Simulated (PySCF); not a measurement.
PySCF input (M06-2X/def2-TZVPD):

```python
from pyscf import gto, scf, dft

mol = gto.M(
    atom='''
    Ga   -0.00000000   -0.00000000   -0.40510264
    F     0.00000000    0.00000000    1.39535353
    ''',
    basis='def2-tzvpd',
    charge=1,
    spin=1,
    symmetry='C2v',
    verbose=4,
)

mf = dft.UKS(mol, xc='m062x').density_fit(auxbasis='def2-universal-jkfit')
mf.grids.level = 4
mf.conv_tol = 1e-9
mf.max_cycle = 100
mf.max_memory = 1500
mf.kernel()
if not mf.converged:
    mf = mf.newton()
    mf.kernel(mf.make_rdm1())
mf.analyze()
```

End of the output:

```
Extra cycle  E= -2024.37702137031  delta_E= -1.36e-11  |g|= 1.24e-06  |ddm|= 6.29e-06
converged SCF energy = -2024.37702137031  <S^2> = 0.75742563  2S+1 = 2.0074119
**** SCF Summaries ****
Total Energy =                       -2024.377021370310104
Nuclear Repulsion Energy =              82.001686187495480
One-electron Energy =                -2974.886035351448299
Two-electron Energy =                  868.507327793642844
Two-electron Coulomb Energy =          953.781972254288121
DFT Exchange-Correlation Energy =      -85.274644460645249
HOMO-LUMO gap [eV] =                     4.797488945894953
Wave-function symmetry = A1
alpha occupancy for each irrep:     A1   A2   B1   B2
                                    11    1    4    4
beta  occupancy for each irrep:     A1   A2   B1   B2
                                    10    1    4    4
**** MO energy ****
alpha MO #1 (A1 #1), energy= -375.116942539163 occ= 1
alpha MO #2 (A1 #2), energy= -46.9883827784177 occ= 1
alpha MO #3 (B1 #1), energy= -41.7424215307163 occ= 1
alpha MO #4 (B2 #1), energy= -41.7424215307163 occ= 1
alpha MO #5 (A1 #3), energy= -41.7402298780011 occ= 1
alpha MO #6 (A1 #4), energy= -25.487809084375 occ= 1
alpha MO #7 (A1 #5), energy= -6.11797842759751 occ= 1
alpha MO #8 (B1 #2), energy= -4.3899221067879 occ= 1
alpha MO #9 (B2 #2), energy= -4.38992210678789 occ= 1
alpha MO #10 (A1 #6), energy= -4.38276594151296 occ= 1
alpha MO #11 (A1 #7), energy= -1.55195223131987 occ= 1
alpha MO #12 (A1 #8), energy= -1.35553811931663 occ= 1
alpha MO #13 (A2 #1), energy= -1.35553805392473 occ= 1
alpha MO #14 (B1 #3), energy= -1.34951018727775 occ= 1
alpha MO #15 (B2 #3), energy= -1.34951018727775 occ= 1
alpha MO #16 (A1 #9), energy= -1.34257967437576 occ= 1
alpha MO #17 (A1 #10), energy= -0.829257286654432 occ= 1
alpha MO #18 (B1 #4), energy= -0.750020630783608 occ= 1
alpha MO #19 (B2 #4), energy= -0.750020630783611 occ= 1
alpha MO #20 (A1 #11), energy= -0.656405124216654 occ= 1
alpha MO #21 (B1 #5), energy= -0.291244617391722 occ= 0
alpha MO #22 (B2 #5), energy= -0.291244617391724 occ= 0
alpha MO #23 (A1 #12), energy= -0.195318656797518 occ= 0
alpha MO #24 (A1 #13), energy= -0.134307247072888 occ= 0
alpha MO #25 (A1 #14), energy= -0.0854764719004267 occ= 0
alpha MO #26 (A2 #2), energy= -0.0854763109137473 occ= 0
alpha MO #27 (B1 #6), energy= -0.0729918929725937 occ= 0
alpha MO #28 (B2 #6), energy= -0.0729918929725955 occ= 0
alpha MO #29 (A1 #15), energy= -0.0594016353803581 occ= 0
alpha MO #30 (A1 #16), energy= -0.0389285036445648 occ= 0
alpha MO #31 (B1 #7), energy= -0.0178607361368535 occ= 0
alpha MO #32 (B2 #7), energy= -0.0178607361368588 occ= 0
alpha MO #33 (A1 #17), energy= 0.0826651480119092 occ= 0
alpha MO #34 (A1 #18), energy= 0.0913232517858601 occ= 0
alpha MO #35 (A2 #3), energy= 0.0913237835588387 occ= 0
alpha MO #36 (B1 #8), energy= 0.0932337741982181 occ= 0
alpha MO #37 (B2 #8), energy= 0.0932337741982252 occ= 0
alpha MO #38 (B1 #9), energy= 0.123563875821121 occ= 0
alpha MO #39 (B2 #9), energy= 0.123563875821127 occ= 0
alpha MO #40 (A1 #19), energy= 0.131044244321007 occ= 0
alpha MO #41 (A1 #20), energy= 0.183967595020176 occ= 0
alpha MO #42 (A1 #21), energy= 0.285950775432433 occ= 0
alpha MO #43 (A1 #22), energy= 0.338838562942161 occ= 0
alpha MO #44 (A2 #4), energy= 0.338840447547702 occ= 0
alpha MO #45 (B1 #10), energy= 0.491314842749279 occ= 0
alpha MO #46 (B2 #10), energy= 0.491314842749276 occ= 0
alpha MO #47 (A1 #23), energy= 0.516536640545993 occ= 0
alpha MO #48 (B1 #11), energy= 0.611860403075506 occ= 0
alpha MO #49 (B2 #11), energy= 0.611860403075499 occ= 0
alpha MO #50 (B1 #12), energy= 0.656282326022753 occ= 0
alpha MO #51 (B2 #12), energy= 0.65628232602276 occ= 0
alpha MO #52 (A2 #5), energy= 0.66881823083895 occ= 0
alpha MO #53 (A1 #24), energy= 0.668818296255258 occ= 0
alpha MO #54 (B1 #13), energy= 0.690033039538481 occ= 0
alpha MO #55 (B2 #13), energy= 0.690033039538443 occ= 0
alpha MO #56 (A1 #25), energy= 0.713401052576609 occ= 0
alpha MO #57 (A2 #6), energy= 0.761454430985618 occ= 0
alpha MO #58 (A1 #26), energy= 0.761455289455233 occ= 0
alpha MO #59 (A1 #27), energy= 0.850095810089471 occ= 0
alpha MO #60 (A1 #28), energy= 0.979664106179634 occ= 0
alpha MO #61 (B1 #14), energy= 0.982436963647499 occ= 0
alpha MO #62 (B2 #14), energy= 0.982436963647484 occ= 0
alpha MO #63 (A1 #29), energy= 1.10043334350043 occ= 0
alpha MO #64 (A1 #30), energy= 1.98429058503803 occ= 0
alpha MO #65 (A1 #31), energy= 2.04598584068152 occ= 0
alpha MO #66 (A2 #7), energy= 2.04601968131788 occ= 0
alpha MO #67 (A1 #32), energy= 2.10503824131752 occ= 0
alpha MO #68 (A2 #8), energy= 2.10508142381409 occ= 0
alpha MO #69 (B1 #15), energy= 2.10693757403749 occ= 0
alpha MO #70 (B2 #15), energy= 2.10693757403738 occ= 0
alpha MO #71 (B1 #16), energy= 2.20072451928453 occ= 0
alpha MO #72 (B2 #16), energy= 2.20072451928451 occ= 0
alpha MO #73 (A1 #33), energy= 2.49872103581323 occ= 0
alpha MO #74 (B1 #17), energy= 3.02361286135462 occ= 0
alpha MO #75 (B2 #17), energy= 3.0236128613546 occ= 0
alpha MO #76 (B1 #18), energy= 3.1963624619237 occ= 0
alpha MO #77 (B2 #18), energy= 3.19636246192371 occ= 0
alpha MO #78 (A1 #34), energy= 3.33765246234911 occ= 0
alpha MO #79 (A1 #35), energy= 3.52095601362954 occ= 0
alpha MO #80 (A1 #36), energy= 3.90255430943402 occ= 0
alpha MO #81 (A1 #37), energy= 4.83965962306469 occ= 0
alpha MO #82 (A2 #9), energy= 6.6905614929188 occ= 0
alpha MO #83 (A1 #38), energy= 6.69082538772781 occ= 0
alpha MO #84 (B1 #19), energy= 6.69888656269559 occ= 0
alpha MO #85 (B2 #19), energy= 6.69888656269556 occ= 0
alpha MO #86 (B1 #20), energy= 6.75928804023475 occ= 0
alpha MO #87 (B2 #20), energy= 6.75928804023473 occ= 0
alpha MO #88 (A1 #39), energy= 6.82605595450007 occ= 0
alpha MO #89 (A1 #40), energy= 8.23009583839487 occ= 0
alpha MO #90 (A2 #10), energy= 8.23037435104458 occ= 0
alpha MO #91 (B1 #21), energy= 8.28892321068228 occ= 0
alpha MO #92 (B2 #21), energy= 8.28892321068231 occ= 0
alpha MO #93 (A1 #41), energy= 8.58406533066677 occ= 0
alpha MO #94 (A1 #42), energy= 56.9222126379826 occ= 0
beta  MO #1 (A1 #1), energy= -375.114796224356 occ= 1
beta  MO #2 (A1 #2), energy= -46.9854234770692 occ= 1
beta  MO #3 (B1 #1), energy= -41.7412247603989 occ= 1
beta  MO #4 (B2 #1), energy= -41.7412247603989 occ= 1
beta  MO #5 (A1 #3), energy= -41.7380645208464 occ= 1
beta  MO #6 (A1 #4), energy= -25.4799619526826 occ= 1
beta  MO #7 (A1 #5), energy= -6.11091392432981 occ= 1
beta  MO #8 (B1 #2), energy= -4.38618003440711 occ= 1
[...]
```

This state (charge 1, doublet) is run at the relaxed geometry of the species with charge 0 and multiplicity 1.
